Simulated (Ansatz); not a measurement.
`Cl[Si](Cl)(Cl)[GeH3]` + H–F → `F[Si](Cl)(Cl)[GeH3]` + HCl at 298.15 K and 1 bar (ligand exchange at the Si–Cl bond).

Calculated with Ansatz (gas phase, PBE0-D4/def2-TZVP geometries, no zero-point term in ΔE). CCSD(T)/CBS is the MP2 limit (def2-TZVPP, def2-QZVPP) plus CCSD(T) − MP2 in def2-TZVPP, frozen cores. This one scheme is used for every species. For Ge outer-core shells are correlated without core-valence functions, which leaves a few kJ/mol of doubt a bond. Scalar relativity is left out up to krypton.

| species | CCSD(T)/CBS energy (Eh) | H − E (kJ/mol) | S (J/(mol·K)) |
| --- | --- | --- | --- |
| `Cl[Si](Cl)(Cl)[GeH3]` | -3746.48623 | 101.6 | 389.4 |
| H–F | -100.39570 | 33.5 | 173.6 |
| `F[Si](Cl)(Cl)[GeH3]` | -3386.51611 | 103.8 | 386.9 |
| HCl | -460.38127 | 26.6 | 186.8 |

H − E and S are ideal-gas, rigid-rotor, harmonic terms from PBE0-D4/def2-TZVP. 1 Eh = 2625.50 kJ/mol, R = 8.31446 J/(mol·K).

**Question.** By hand: ΔE, ΔH, ΔS and ΔG.

**Answer.** ΔE = (-3386.51611) + (-460.38127) − (-3746.48623) − (-100.39570) = -0.01545 Eh = -40.6 kJ/mol. Δ(H − E) = 103.8 + 26.6 − 101.6 − 33.5 = -4.7, so ΔH = -45.3 kJ/mol. ΔS = 386.9 + 186.8 − 389.4 − 173.6 = 10.7 J/(mol·K). ΔG = -45.3 − 298.15 × (10.7)/1000 = -48.5 kJ/mol.

**Question.** By hand: the equilibrium constant, and the temperature at which ΔG would vanish if ΔH and ΔS stayed fixed.

**Answer.** log₁₀ K = −ΔG/(RT ln 10) = 8.5. ΔH and −TΔS have one sign here, so there is no such temperature.

The number of gas molecules stays the same, so ΔS is small and ΔH decides. A doubt of 5 kJ/mol in ΔE shifts log₁₀ K by 0.9 here. These are equilibria of isolated gas molecules and say nothing of rates. Largest T1 diagnostic: 0.011 (customary marks: 0.02 for closed shells, 0.045 for open ones).
